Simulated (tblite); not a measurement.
BH4NO2 (charge +1 and doublet state).
Numbering: `[NH2+:1][B:2]([OH:3])[OH:4]` (hydrogens: H5, H6 on N1; H7 on O3; H8 on O4)

Computed with GFN2-xTB (tblite), gas phase: L-BFGS steps from a force-field or distance-geometry start until the largest atomic force falls under 0.01 eV/Å.

Step 72: E = -377.8452 eV
```
atom  x, y, z in Å  |  force x, y, z in eV/Å
N1     -0.8943   -0.7540    0.1223   -0.042  -0.061  -0.061
B2      0.1723    0.2356   -0.0254    0.055  -0.020  -0.009
O3     -0.2663    1.5030    0.0692   -0.031  -0.072   0.071
O4      1.4518   -0.0675   -0.2325   -0.051   0.066   0.008
H5     -0.8183   -1.7537   -0.0505    0.008   0.093   0.063
H6     -1.8248   -0.4407    0.3885    0.016  -0.017  -0.025
H7      0.3589    2.2336   -0.0041    0.026   0.081  -0.036
H8      1.8295   -0.9468   -0.2919    0.018  -0.070  -0.012
```

Step 73: E = -377.8463 eV
```
atom  x, y, z in Å  |  force x, y, z in eV/Å
N1     -0.8967   -0.7519    0.1182    0.033  -0.116  -0.062
B2      0.1710    0.2368   -0.0276    0.043   0.008   0.004
O3     -0.2652    1.5052    0.0729    0.039  -0.007   0.043
O4      1.4508   -0.0672   -0.2341   -0.041  -0.009   0.007
H5     -0.8100   -1.7537   -0.0394   -0.004   0.110   0.055
H6     -1.8290   -0.4463    0.3818   -0.024   0.015  -0.015
H7      0.3630    2.2364   -0.0018   -0.041  -0.001  -0.020
H8      1.8249   -0.9498   -0.2945   -0.005   0.000  -0.012
```

Step 74: E = -377.8472 eV
```
atom  x, y, z in Å  |  force x, y, z in eV/Å
N1     -0.8975   -0.7502    0.1161    0.062  -0.123  -0.041
B2      0.1710    0.2390   -0.0271    0.022  -0.001   0.010
O3     -0.2614    1.5074    0.0821    0.035   0.016   0.012
O4      1.4484   -0.0697   -0.2389   -0.018  -0.010   0.010
H5     -0.8009   -1.7528   -0.0305   -0.015   0.108   0.043
H6     -1.8336   -0.4515    0.3728   -0.030   0.031  -0.013
H7      0.3631    2.2412   -0.0040   -0.048  -0.028  -0.002
H8      1.8198   -0.9539   -0.2950   -0.007   0.007  -0.019
```

**Question.** Estimate the geometry and energy of step 75. (The exact step hangs on the optimiser's Hessian estimate; all steps are aligned on step 74, rigid shifts and turns removed.)

**Answer.** E = -377.8477 eV, largest force 0.064 eV/Å
```
atom  x, y, z in Å  |  force x, y, z in eV/Å
N1     -0.8973   -0.7493    0.1135    0.021  -0.048   0.004
B2      0.1730    0.2386   -0.0258    0.000   0.009   0.006
O3     -0.2601    1.5062    0.0878    0.034   0.038  -0.006
O4      1.4494   -0.0708   -0.2398   -0.002  -0.040   0.011
H5     -0.7980   -1.7507   -0.0258   -0.014   0.030   0.023
H6     -1.8355   -0.4514    0.3687    0.019   0.022  -0.029
H7      0.3594    2.2436   -0.0063   -0.047  -0.042   0.011
H8      1.8180   -0.9567   -0.2968   -0.011   0.032  -0.020
```

The energy changes by -0.0005 eV. The first-order estimate −F·Δx gives -0.0008 eV and the mean of the old and new forces, exact on a quadratic surface, -0.0005 eV. The step makes an angle of 72° with the force vector and moves no atom by more than 0.006 Å.

The cost below is that of the whole relaxation. Hardware: one thread, Arm Neoverse V1 (aarch64), on a shared host. Cost: 0.24 s.
